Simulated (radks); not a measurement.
Q: The mean radii <r> (bohr) of the occupied orbitals of an atom or ion are listed with their occupations. Method: scalar-relativistic Kohn-Sham, SCAN, spin-polarised, spherical densities, finite nucleus; meta-GGA in the generalised Kohn-Sham scheme; Fermi nuclear charge, rms radius of each element as measured or else 0.836 A^(1/3) + 0.57 fm; computed with a radial shooting solver on a logarithmic mesh with Libxc functionals.

| orbital | occ. | <r> |
|---|---|---|
| 1s up | 1 | 0.05410 |
| 1s down | 1 | 0.05410 |
| 2s up | 1 | 0.2447 |
| 2s down | 1 | 0.2442 |
| 2p up | 3 | 0.2154 |
| 2p down | 3 | 0.2150 |
| 3s up | 1 | 0.7334 |
| 3s down | 1 | 0.7367 |
| 3p up | 3 | 0.7666 |
| 3p down | 3 | 0.7720 |
| 3d up | 5 | 0.8820 |
| 3d down | 2 | 0.9106 |

Name the element and its charge. Open shells, if any, are filled with parallel spins first.

A: Z = 28, nickel, charge +3: Ni3+ in [Ar] 3d7. The 1s radius gives Z: for a bare nucleus <r> = (2 gamma + 1)/(2Z) with gamma = sqrt(1 - (Z/c)^2), 0.05282 bohr for Z = 28, and screening makes it slightly larger (0.05410 here). The occupations add up to 25, and the charge is Z minus that.
